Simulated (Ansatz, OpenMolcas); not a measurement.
# From OpenMolcas to Ansatz

This OpenMolcas 26.06 job computes BH2O2F (SMILES OB(O)F):

coord.xyz:
```
6

O     -0.477500     0.971000    -0.208400
B     -0.023800    -0.307500    -0.106500
O      0.989400    -0.635200     0.726100
F     -0.573100    -1.280600    -0.833200
H     -1.198900     1.066100    -0.834300
H      1.326000     0.122200     1.210000
```

test.inp:
```
>>> EXPORT MOLCAS_PRINT=2

&GATEWAY
 BasLib=$CurrDir
 Coord=coord.xyz
 Basis=def2-SVPD
 Group=NoSym

&SEWARD
 GridInput
 Grid=UltraFine
 End of Grid

&SCF
 KSDFT=BLYP
 Thresholds=1e-10 1e-07 1e-07 1e-05
 PrOrbitals=1

&ALASKA
```

```bash
$ export MOLCAS_MEM=1860
$ pymolcas test.inp > test.log
```

(Basis files named in the input come from the Basis Set Exchange and aren't shown.)

The coordinates come from a PBE0-D4/def2-TZVP relaxation. This is one conformer, not always the lowest.

It gives a total energy of -276.291364 Eh.

Q: Translate the job to Ansatz 0.2.0 as an input file of the program's own, asking for the energy.

A: One way, which was run:

run.yaml:
```yaml
crystal:
  periodic: [false, false, false]
  atoms:
    - {symbol: O, position_ang: [-0.477500, 0.971000, -0.208400]}
    - {symbol: B, position_ang: [-0.023800, -0.307500, -0.106500]}
    - {symbol: O, position_ang: [0.989400, -0.635200, 0.726100]}
    - {symbol: F, position_ang: [-0.573100, -1.280600, -0.833200]}
    - {symbol: H, position_ang: [-1.198900, 1.066100, -0.834300]}
    - {symbol: H, position_ang: [1.326000, 0.122200, 1.210000]}
basis:
  gaussian:
    orbitals: def2-SVPD
accuracy: high
output:
  orbitals: {seedname: orbitals}
hamiltonian:
  xc: {name: BLYP}
```

```bash
$ ansatz run run.yaml --threads 1 --pin off --max-ram 3480MiB --events-out events.jsonl --progress --plain --runs-dir runs
```

Its energy is -276.291364 Eh, the same as the first but for the last digit, at most.
